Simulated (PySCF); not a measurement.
# Bond curve of CaH

Set-up: PySCF, no relativity, basis sets Ca pcseg-2, H pcseg-2. Energies in eV from Ca + H in their ground configurations at the same level. State: ²Σ⁺ (doublet), unpaired electrons σ ↑.

| R (Å) | PBE |
| --- | --- |
| 1.703 | -1.690 |
| 1.782 | -1.852 |
| 1.861 | -1.946 |
| 1.921 | -1.980 |
| 1.980 | -1.989 |
| 2.039 | -1.977 |
| 2.119 | -1.935 |
| 2.218 | -1.850 |
| 2.336 | -1.717 |
| 2.495 | -1.508 |

Put a parabola through the three lowest points of the PBE curve and estimate Re, k and ωe (reduced mass 0.983 u; 1 eV/Å² = 0.16022 mdyn/Å; ωe = 1302.8·√(k/μ) cm⁻¹).

Through R = 1.921, 1.98, 2.039 Å the second-order coefficient is 3.02 eV/Å², so Re ≈ 1.976 Å, k ≈ 0.967 mdyn/Å and ωe ≈ 1292 cm⁻¹. A polynomial fit of higher order to the unrounded PBE energies gives Re = 1.974 Å, k = 0.967 mdyn/Å, ωe = 1292 cm⁻¹; anharmonicity and rounding make the difference.

The higher-order fit for each curve: PBE: Re = 1.974 Å, ωe = 1292 cm⁻¹, De = 1.99 eV.

The state is the lowest determinant that a PBE0 search found; another state may lie lower at other levels.
